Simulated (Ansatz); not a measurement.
Question: Name a neutral molecule of Al, C, N, Si and H with LUMO energy (PBE/def2-TZVPP) between -2.25 and -1.95 eV and size of the dipole moment (B3LYP/def2-TZVPP) between 0.75 and 1.05 D (Ansatz, PBE0-D4/def2-TZVP geometry).

Answer: `C[SiH](N)[CH2][AlH2]` (-2.08 eV, 0.94 D); `N[SiH2]N[CH2][AlH2]` (-2.17 eV, 0.78 D); `[AlH2][SiH]1CN1[SiH3]` (-2.17 eV, 0.76 D). Other molecules can fit too; these were computed, each in one conformer that needn't be the lowest.

B3LYP here is the variant with VWN-RPA as its local correlation; programs differ in this.
